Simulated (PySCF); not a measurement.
Computed IR spectrum (relative IR intensity) of a molecule C₄H₁₃NSi. The structure is a stationary point at PBE-D3(BJ)/def2-SVP. Other conformers were not sampled. These are PBE-D3(BJ)/def2-SVP (PySCF) values and carry that method's errors. Frequencies are harmonic and unscaled.

Lines under 2 % of the strongest are left out, and lines within 2 cm⁻¹ are merged.

ν (cm⁻¹): 508 (w), 588 (w), 707 (w), 757 (m), 834 (m), 887 (vs), 897 (vw), 910 (w), 916 (m), 1095 (w), 1156 (m), 1212 (w), 1273 (vw), 1421 (vw), 1445 (w), 1447 (w), 2150 (m), 2160 (s), 2178 (m), 2821 (m), 2830 (s), 2951 (vw), 2963 (m), 2967 (m), 2974 (w), 3012 (w), 3050 (m), 3062 (w) (against the strongest line: vs over 80 %, s over 45 %, m over 15 %, w over 4 %, vw less)

Q: Pick the molecule that these values belong to.
A) C[C@@H](N)[SiH](C)C
B) CN[SiH2]C(C)C
C) CC[SiH2][C@H](C)N
D) CCCNC[SiH3]

A: D, CCCNC[SiH3]
